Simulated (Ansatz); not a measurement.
`Cl[CH2][ZnH]` + `OCF` → `FC[O][ZnH]` + `CCl`  (ligand exchange at a Zn–C bond)

Program: Ansatz. Geometries: PBE0-D4/def2-TZVP. ΔE: electronic, gas phase. CCSD(T)/CBS is the MP2 limit (def2-TZVPP, def2-QZVPP) plus CCSD(T) − MP2 in def2-TZVPP, frozen cores. This one scheme is used for every species. DFT in def2-TZVPP. B3LYP here is the variant with VWN-RPA as its local correlation; programs differ in this. For Zn outer-core shells are correlated without core-valence functions, which leaves a few kJ/mol of doubt a bond. Scalar relativity is left out up to krypton. One conformer a species, not always the lowest.

`Cl[CH2][ZnH]`:

```xyz
6

Cl    1.720    0.851    0.425
C     0.405    0.095   -0.554
Zn   -1.009   -0.342    0.725
H     0.123    0.824   -1.313
H     0.846   -0.766   -1.056
H    -2.085   -0.661    1.773
```

`OCF`:

```xyz
6

O     0.244   -0.761   -0.729
C    -0.006    0.056    0.341
F    -1.288    0.566    0.288
H     0.310   -0.228   -1.527
H     0.667    0.921    0.385
H     0.073   -0.554    1.242
```

`FC[O][ZnH]`:

Cartesian coordinates in Å:
```
F -0.893 -0.819 0.521
C -0.856 0.531 0.059
O 0.382 0.809 -0.376
Zn 1.524 -0.591 -0.224
H -1.613 0.580 -0.734
H -1.153 1.135 0.926
H 2.609 -1.645 -0.171
```

`CCl`:

Z-matrix (Å, degrees):
```
C
Cl 1 1.773
H 1 1.088 2 108.6
H 1 1.087 2 108.7 3 -120.0
H 1 1.088 2 108.7 3 120.0
```

```json
{"level": "r2SCAN-D4", "ΔE (kJ/mol)": "-88.3", "difference from CCSD(T)/CBS": "-2.0"}
{"level": "PBE0-D4", "ΔE (kJ/mol)": "-79.0", "difference from CCSD(T)/CBS": "7.3"}
{"level": "ωB97M-V", "ΔE (kJ/mol)": "-83.9", "difference from CCSD(T)/CBS": "2.4"}
{"level": "B2PLYP", "ΔE (kJ/mol)": "-88.4", "difference from CCSD(T)/CBS": "-2.1"}
{"level": "PBE", "ΔE (kJ/mol)": "-77.4", "difference from CCSD(T)/CBS": "8.9"}
{"level": "r2SCAN", "ΔE (kJ/mol)": "-88.3", "difference from CCSD(T)/CBS": "-2.0"}
{"level": "PBE0", "ΔE (kJ/mol)": "-79.1", "difference from CCSD(T)/CBS": "7.2"}
{"level": "B3LYP", "ΔE (kJ/mol)": "-85.9", "difference from CCSD(T)/CBS": "0.4"}
{"level": "HF/def2-TZVPP", "ΔE (kJ/mol)": "-99.0", "difference from CCSD(T)/CBS": "-12.7"}
{"level": "SCS-MP2/def2-TZVPP", "ΔE (kJ/mol)": "-89.4", "difference from CCSD(T)/CBS": "-3.1"}
{"level": "CCSD/def2-TZVPP", "ΔE (kJ/mol)": "-88.3", "difference from CCSD(T)/CBS": "-2.0"}
{"level": "HF/def2-QZVPP", "ΔE (kJ/mol)": "-101.4", "difference from CCSD(T)/CBS": "-15.1"}
{"level": "SCS-MP2/def2-QZVPP", "ΔE (kJ/mol)": "-89.6", "difference from CCSD(T)/CBS": "-3.3"}
{"level": "HF/CBS(def2)", "ΔE (kJ/mol)": "-101.7", "difference from CCSD(T)/CBS": "-15.4"}
{"level": "MP2/CBS(def2)", "ΔE (kJ/mol)": "-84.9", "difference from CCSD(T)/CBS": "1.4"}
{"level": "CCSD/CBS(def2)", "ΔE (kJ/mol)": "-87.4", "difference from CCSD(T)/CBS": "-1.1"}
{"level": "CCSD(T)/CBS", "ΔE (kJ/mol)": "-86.3", "difference from CCSD(T)/CBS": "0"}
```

Largest T1 diagnostic among the species: 0.016.

In def2-TZVPP, CCSD(T) changes the Hartree–Fock value by +11.8 kJ/mol (the triples alone add +1.1 kJ/mol) and MP2 by +13.2 kJ/mol.
